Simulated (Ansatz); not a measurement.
One change: `BOCN` becomes `BOCCS`.

Ansatz, PBE0-D4/def2-TZVP geometries, multiplicity 1. Each molecule was computed in one conformer, which needn't be the lowest.

```json
{"property": "size of the dipole moment (ωB97M-V/def2-TZVPP) / D", "`BOCN`": "0.90"}
{"property": "HOMO–LUMO gap (PBE/def2-TZVPP) / eV", "`BOCN`": "4.95"}
{"property": "HOMO–LUMO gap (PBE0/def2-TZVPP) / eV", "`BOCN`": "7.40"}
{"property": "HOMO–LUMO gap (ωB97M-V/def2-TZVPP) / eV", "`BOCN`": "11.62"}
{"property": "HOMO energy (B3LYP/def2-TZVPP) / eV", "`BOCN`": "-7.50"}
{"property": "LUMO energy (ωB97M-V/def2-TZVPP) / eV", "`BOCN`": "1.46"}
```

Problem. Give the same properties after the change, and the shifts. (Estimate.)

Solution. Computed: 
```tsv
property	`BOCCS`	shift
size of the dipole moment (ωB97M-V/def2-TZVPP) / D	0.87	-0.03
HOMO–LUMO gap (PBE/def2-TZVPP) / eV	4.39	-0.56
HOMO–LUMO gap (PBE0/def2-TZVPP) / eV	6.61	-0.79
HOMO–LUMO gap (ωB97M-V/def2-TZVPP) / eV	10.70	-0.92
HOMO energy (B3LYP/def2-TZVPP) / eV	-6.91	0.59
LUMO energy (ωB97M-V/def2-TZVPP) / eV	1.30	-0.16
```

With PBE0 the HOMO rises by 0.59 eV and the LUMO falls by 0.19 eV, so the gap narrows by about 0.78 eV. PBE moves the HOMO by 0.37 eV and ωB97M-V by 0.76 eV. The zero-point energy changes by 27.0 kJ/mol with +6 modes. Dipoles are sizes alone; their direction can turn.

B3LYP here is the variant with VWN-RPA as its local correlation; programs differ in this.
